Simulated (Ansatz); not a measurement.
Input file for Ansatz (a quantum-chemistry and plane-wave program): R-RI-MP2/def2-QZVPPD on CH3I (SMILES CI). Elements past Kr take the def2 small-core potentials; no spin–orbit coupling. Files ending in .json are basis or fitting sets from the Basis Set Exchange. The run froze 10 orbitals, filled d shells among them.

Ansatz 0.2 input:
```yaml
crystal:
  periodic: [false, false, false]
  atoms:
    - {symbol: C, position_ang: [0.99571342, 1.37718669, 3.44717716]}
    - {symbol: I, position_ang: [0.56930098, -0.64066480, 4.07290657]}
    - {symbol: H, position_ang: [1.54974837, 1.85361333, 4.24743593]}
    - {symbol: H, position_ang: [1.58195222, 1.31721112, 2.53784236]}
    - {symbol: H, position_ang: [0.04619171, 1.86872763, 3.27194455]}
basis:
  gaussian:
    orbitals: def2-QZVPPD.json
    fitting: {mean_field: def2-universal-JKFIT, correlation: def2-QZVPPD-RIFIT.json}
magnetization: {spin_polarized: false}
correlation: {method: mp2, electrons: outside_noble_gas}
scf: {lower_state_search: off}
```

The head of its log:

```
WARN ansatz: RAYON_NUM_THREADS=1 ignored (pool sized by the plan → 1); use --threads N
Functional definition: HF
these checks for a lower state are left out or cut short: stability, starts, cluster_reference, orbital_swaps, neighbouring_geometries, increment
integrals: 0.23 GiB planned
347 factors; integrals over basis functions are off by at most 1.6e0 eV
mean field: 0.38 GiB planned
mean field evaluation 1: about -9150.2120 eV, gradient 1.7e1 eV
mean field evaluation 2: about -9150.8889 eV, gradient 6.2e0 eV
mean field evaluation 4: about -9151.0024 eV, gradient 8.6e-1 eV
mean field -9151.00398706 eV, -336.2931937512 hartree, gradient 3.4e-6 eV, S^2 0.000000; 0 other end points of the search recorded, 0 dependent functions left out
10 core orbitals not correlated
644 factors; their error is unknown
reference -9151.00398706 eV, -336.2931937512 hartree; 7, 7 occupied and 236, 236 virtual orbitals, 644 factors
```

Problem. Predict the final total energy.

Solution. -336.6469 hartree.
